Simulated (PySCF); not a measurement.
Job for PySCF: R-M06-2X/6-31G* on BH6P (a complex), monomers drawn apart or pushed together.

```python
from pyscf import gto, scf, dft, mp
from pyscf.data.elements import chemcore

mol = gto.M(
    atom='''
    B    -0.03034645   -0.07736415    0.67210629
    H     1.09672666   -0.42107271    0.41765973
    H    -0.84163681   -0.96881032    0.65523669
    H    -0.38372522    0.93204156    0.11588585
    P     0.06709019    0.50603745    2.81099528
    H    -1.11293197    0.96384208    3.42409503
    H     0.45804435   -0.47117269    3.74380355
    H     0.94314137    1.54544980    3.17165095
    ''',
    basis='6-31g*',
    cart=True,
    charge=0, spin=0, verbose=3, max_memory=1800)
mf = dft.RKS(mol, xc='m062x')
mf.conv_tol = 1e-8
mf.max_cycle = 100
mf.kernel()
if not mf.converged:
    mf = mf.newton().run(mf.mo_coeff, mf.mo_occ)
```

Program output:

```
converged SCF energy = -369.696803752134
```

The calculation finished and met its thresholds.

Cost: around 2.5 core-seconds (rough).
